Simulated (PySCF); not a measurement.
## Vibration and rotation of SnCl

UHF-CCSD(T) constants of SnCl, ²Π (doublet), unpaired electrons π ↑ (PySCF, scalar-relativistic core potentials, basis sets Sn def2-TZVPPD with ECP28, Cl def2-TZVPPD; masses 119.9022 and 34.9689 u):

| Quantity | Value |
| --- | --- |
| ωe | 350.4 cm⁻¹ |
| ωexe | 1.12 cm⁻¹ |
| Be | 0.11077 cm⁻¹ |
| αe | 0.000495 cm⁻¹ |
| De to Sn + Cl | 3.77 eV |

What force constant and bond length do these constants imply?

Reduced mass μred = 27.073 u; k = 5.8918×10⁻⁷·μred·ωe² (u, cm⁻¹, mdyn/Å) = 1.96 mdyn/Å; Re = √(16.8576/(μred·Be)) (u, cm⁻¹, Å) = 2.371 Å.

Estimate the centrifugal constant D from the Kratzer relation and find the Dunham coefficient a1.

D = 4Be³/ωe² = 4.43e-08 cm⁻¹; a1 = −1 − αeωe/(6Be²) = -3.36.

Correlated steps freeze 9 core orbitals. These are scalar-relativistic numbers at best; spin–orbit coupling would shift them, the dissociation energy most. The state was picked by a PBE0 search and need not be the measured ground state.
